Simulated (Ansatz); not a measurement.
`C[SiH](O)Br` + H₂O → `C[SiH](O)O` + HBr at 298.15 K and 1 bar (formal hydrolysis of the Si–Br bond).

Computed with Ansatz on PBE0-D4/def2-TZVP structures; ΔE is electronic, products minus reactants. CCSD(T)/CBS adds triple-zeta CCSD(T) − MP2 to the extrapolated MP2 energy (def2 sets, frozen cores). This one scheme is used for every species. For Br outer-core shells are correlated without core-valence functions, which leaves a few kJ/mol of doubt a bond. Scalar relativity is left out up to krypton. One conformer a species, not always the lowest.

```
      species  CCSD(T)/CBS energy (Eh)  H − E (kJ/mol)  S (J/(mol·K))
`C[SiH](O)Br`              -2978.74949           179.7          339.5
          H₂O                -76.37941            66.4          188.7
 `C[SiH](O)O`               -481.21022           214.1          320.8
          HBr              -2573.91920            24.6          198.6
```

H − E and S are ideal-gas, rigid-rotor, harmonic terms from PBE0-D4/def2-TZVP, for one conformer and one mirror image of each species. 1 Eh = 2625.50 kJ/mol, R = 8.31446 J/(mol·K).

By hand: ΔE, ΔH, ΔS and ΔG.

ΔE = (-481.21022) + (-2573.91920) − (-2978.74949) − (-76.37941) = -0.00052 Eh = -1.4 kJ/mol. Δ(H − E) = 214.1 + 24.6 − 179.7 − 66.4 = -7.4, so ΔH = -8.8 kJ/mol. ΔS = 320.8 + 198.6 − 339.5 − 188.7 = -8.8 J/(mol·K). ΔG = -8.8 − 298.15 × (-8.8)/1000 = -6.2 kJ/mol.

By hand: the equilibrium constant, and the temperature at which ΔG would vanish if ΔH and ΔS stayed fixed.

log₁₀ K = −ΔG/(RT ln 10) = 1.1. ΔG = 0 at ΔH/ΔS = 1000 K, though so small a ΔH makes that figure unsure.

The number of gas molecules stays the same, so ΔS is small and ΔH decides. A doubt of 5 kJ/mol in ΔE shifts log₁₀ K by 0.9 here. Other conformers and mirror images would add mixing entropy, several J/(mol·K) or more a flexible species. These are equilibria of isolated gas molecules and say nothing of rates. Largest T1 diagnostic: 0.011 (customary marks: 0.02 for closed shells, 0.045 for open ones).
